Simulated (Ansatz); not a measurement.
`C[C]1([SiH3])[AlH][S]1`. Charge 0, multiplicity 1. The geometry is a stationary point of PBE0-D4/def2-TZVP.

```xyz
12

C    -1.181    0.590    0.863
C    -0.213   -0.177   -0.010
Si    1.230    0.769   -0.699
Al    0.033   -2.086    0.039
S    -1.073   -1.104   -1.475
H    -1.634    1.430    0.325
H    -2.001   -0.037    1.228
H    -0.659    0.999    1.734
H     0.828    1.758   -1.739
H     2.189   -0.196   -1.312
H     1.944    1.492    0.394
H     0.537   -3.438    0.652
```

Question: What is the dipole moment at PBE/def2-TZVPP? (An estimate is asked.)

Answer: Computed: 2.30 D, with components (0.35, -1.09, 1.99) D in this frame, pointing from negative to positive charge.

Question: And with r2SCAN, B3LYP, ωB97M-V? (Estimate.)

Answer: The calculation gave: r2SCAN 2.46 D, B3LYP 2.48 D, ωB97M-V 2.57 D.

Question: Give the Mulliken charges with PBE, B3LYP, r2SCAN in def2-TZVPP. (An estimate is asked.)

Answer: Ansatz gave: 
```json
{"atom": "C1", "PBE": "-0.26", "B3LYP": "-0.27", "r2SCAN": "-0.15"}
{"atom": "C2", "PBE": "0.00", "B3LYP": "-0.03", "r2SCAN": "-0.08"}
{"atom": "Si3", "PBE": "0.18", "B3LYP": "0.26", "r2SCAN": "0.29"}
{"atom": "Al4", "PBE": "0.25", "B3LYP": "0.32", "r2SCAN": "0.38"}
{"atom": "S5", "PBE": "-0.22", "B3LYP": "-0.25", "r2SCAN": "-0.27"}
{"atom": "H6", "PBE": "0.09", "B3LYP": "0.09", "r2SCAN": "0.06"}
{"atom": "H7", "PBE": "0.08", "B3LYP": "0.08", "r2SCAN": "0.04"}
{"atom": "H8", "PBE": "0.10", "B3LYP": "0.10", "r2SCAN": "0.06"}
{"atom": "H9", "PBE": "-0.05", "B3LYP": "-0.07", "r2SCAN": "-0.07"}
{"atom": "H10", "PBE": "-0.06", "B3LYP": "-0.09", "r2SCAN": "-0.09"}
{"atom": "H11", "PBE": "-0.07", "B3LYP": "-0.09", "r2SCAN": "-0.09"}
{"atom": "H12", "PBE": "-0.04", "B3LYP": "-0.06", "r2SCAN": "-0.08"}
```

B3LYP here is the variant with VWN-RPA as its local correlation; programs differ in this.
